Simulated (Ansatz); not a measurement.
Correlation energies of `C[O][GaH][CH3]` by basis set

```xyz
11

C    -0.2221   -0.9725   -1.5485
O    -0.7918   -1.2694   -0.3053
Ga   -0.5463   -0.2918    1.1739
C     0.5973    1.2956    1.0298
H    -1.0079   -0.8229   -2.2985
H     0.4048   -1.8065   -1.8859
H     0.4041   -0.0692   -1.5387
H    -1.3123   -0.8818    2.3968
H     1.6060    1.0110    0.7205
H     0.6636    1.8257    1.9804
H     0.2046    1.9819    0.2756
```

The species carries charge 0 and has multiplicity 1. Correlated methods include outer-core shells of Ga, which these sets cover unevenly. Scalar relativity is left out up to krypton. The geometry is a stationary point of PBE0-D4/def2-TZVP. It is one conformer, not always the lowest. Frozen core, restricted reference, the Gaussian-basis code of Ansatz.

| basis | HF (Eh) | MP2 corr. |
| --- | --- | --- |
| def2-SVP | -2077.56615 | -0.69339 |
| def2-TZVPP | -2077.99669 | -0.82865 |
| def2-QZVPP | -2078.04489 | -1.11768 |

Task: Estimate the CCSD correlation energy and the (T) correction in each basis where they were run (hartree).

Result: 
```
     basis  CCSD corr.       (T)
  def2-SVP    -0.72532  -0.02076
def2-TZVPP    -0.85618  -0.03284
```
